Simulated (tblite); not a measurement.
C7H6Si.
InChI=1S/C7H6Si/c1-2-3-4-7-5-6-8-7/h1,5H,6,8H2

Level: GFN2-xTB in tblite, geometry and Hessian alike; calculated harmonic values, unscaled, isolated species. This tight-binding method is rough: wavenumbers can miss measured ones by several per cent, in bad cases by 10 to 20. Modes of hydrogen on silicon can be 10 to 20 % off.

Harmonic wavenumbers (cm⁻¹): 68.8, 78.6, 173.2, 177.1, 235.9, 360.3, 369.7, 379.2, 391.2, 439.5, 444.5, 521.9, 594.6, 609.6, 624.9, 628.1, 706.1, 738.6, 766.6, 794.7, 912.1, 1010.4, 1049.8, 1175.1, 1198.4, 1270.4, 1464.4, 1609.0, 2198.9, 2273.1, 2273.4, 2280.6, 2959.3, 2983.2, 3063.0, 3402.6.

A = 6537, B = 680.0, C = 622.8 MHz; mass 118.024 u (most abundant isotopes); point group Cs, symmetry number 1.

**Question.** What is the zero-point energy?

**Answer.** Half the sum of the wavenumbers: 20113 cm⁻¹ = 57.51 kcal/mol.

**Question.** Entropy at 500 K, 1 bar (ideal gas, RRHO, classical rotation)?

**Answer.** Translation 42.81, rotation 30.68, vibration 42.26: S = 115.7 cal/(mol K).

**Question.** And Cp and H(500 K) − H(0)?

**Answer.** Cp = 48.76 cal/(mol K), of which vibrations give 40.81 (their classical limit is 36 R = 71.5); H(500 K) − H(0) = 15.17 kcal/mol without the zero-point energy, 11.20 from vibrations.

**Question.** Blend soft modes into free rotors: weight 1/[1 + (100 cm⁻¹/ν̃)⁴] for the oscillator and the rest for a rotor with moment μB/(μ + B), μ = h/(8π²ν), B = 10⁻⁴⁴ kg m². What vibrational entropy results?

**Answer.** 39.98 cal/(mol K) in place of 42.26, which changes −T·S at 500 K by +1.14 kcal/mol.

**Question.** Which modes carry the vibrational entropy at 500 K?

**Answer.** 68.8 cm⁻¹: 5.21; 78.6 cm⁻¹: 4.95; 173.2 cm⁻¹: 3.39; 177.1 cm⁻¹: 3.35; 235.9 cm⁻¹: 2.79; 360.3 cm⁻¹: 2.00 cal/(mol K); the other 30 give 20.56 together.

Hindered rotation and anharmonicity are outside this model.
